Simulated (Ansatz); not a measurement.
Reactions of CH$_{3}$ClF$_{2}$Sn, SMILES `[CH3][Sn]([F])([F])[Cl]`.

Calculated with Ansatz (gas phase, PBE0-D4/def2-TZVP geometries, no zero-point term in ΔE). CCSD(T)/CBS is the MP2 limit (def2-TZVPP, def2-QZVPP) plus CCSD(T) − MP2 in def2-TZVPP, frozen cores. This one scheme is used for every species, atoms too. DFT in def2-TZVPP. Open shells (•) are unrestricted, without spin–orbit coupling. Spin–orbit coupling would lower the free atoms: a little for C, Cl, F; strongly for Sn. Elements past krypton have def2 core potentials. Bonds to Se, Sn are less sure, by a few kJ/mol each and by 10 to 20 or more in all where they break to atoms, as the def2 sets lack core-valence functions. Scalar relativity is left out up to krypton. One conformer a species, not always the lowest.

```json
{"reaction": "`[CH3][Sn]([F])([F])[Cl]` → `[F][Sn][Cl]` + fluoromethane", "ωB97M-V (eV)": "1.04", "PBE-D4 (eV)": "0.88", "CCSD(T)/CBS(def2) (eV)": "1.17"}
{"reaction": "`[CH3][Sn]([F])([F])[Cl]` + H–F → `[CH3][Sn]([F])([F])[F]` + HCl", "ωB97M-V (eV)": "0.33", "PBE-D4 (eV)": "0.34", "CCSD(T)/CBS(def2) (eV)": "0.38"}
{"reaction": "`[CH3][Sn]([F])([F])[Cl]` + `Cl[SiH2]O[SiH2]Cl` → `[F][Sn]([F])([Cl])[Cl]` + `C[SiH2]O[SiH2]Cl`", "ωB97M-V (eV)": "0.38", "PBE-D4 (eV)": "0.36", "CCSD(T)/CBS(def2) (eV)": "0.41"}
{"reaction": "`[CH3][Sn]([F])([F])[Cl]` + H₂O → `[CH3][Sn]([OH])([F])[Cl]` + H–F", "ωB97M-V (eV)": "0.30", "PBE-D4 (eV)": "0.29", "CCSD(T)/CBS(def2) (eV)": "0.26"}
{"reaction": "`[CH3][Sn]([F])([F])[Cl]` + SiH₄ → `[F][Sn]([F])([SiH3])[Cl]` + CH₄", "ωB97M-V (eV)": "-0.45", "PBE-D4 (eV)": "-0.57", "CCSD(T)/CBS(def2) (eV)": "-0.43"}
{"reaction": "`[CH3][Sn]([F])([F])[Cl]` + HCl → `[F][Sn]([F])([Cl])[Cl]` + CH₄", "ωB97M-V (eV)": "-0.72", "PBE-D4 (eV)": "-0.71", "CCSD(T)/CBS(def2) (eV)": "-0.69"}
{"reaction": "`[CH3][Sn]([F])([F])[Cl]` + `C[SeH]` → `C[Se][Sn]([CH3])([F])[Cl]` + H–F", "ωB97M-V (eV)": "-0.27", "PBE-D4 (eV)": "-0.34", "CCSD(T)/CBS(def2) (eV)": "-0.38"}
{"reaction": "`[CH3][Sn]([F])([F])[Cl]` → C• + Cl• + 2 F• + 3 H• + Sn•", "ωB97M-V (eV)": "28.62", "PBE-D4 (eV)": "29.19", "CCSD(T)/CBS(def2) (eV)": "28.96"}
{"reaction": "`[CH3][Sn]([F])([F])[Cl]` + `C=C(N)C#N` → `[CH3][Sn]([F])([F])[C]#N` + `C=C(N)Cl`", "ωB97M-V (eV)": "1.28", "PBE-D4 (eV)": "1.36", "CCSD(T)/CBS(def2) (eV)": "1.28"}
{"reaction": "`[CH3][Sn]([F])([F])[Cl]` + CH₄ → `[CH3][Sn]([CH3])([F])[Cl]` + H–F", "ωB97M-V (eV)": "0.70", "PBE-D4 (eV)": "0.70", "CCSD(T)/CBS(def2) (eV)": "0.62"}
```

Largest T1 diagnostic: 0.016, for `[F][Sn][Cl]`.
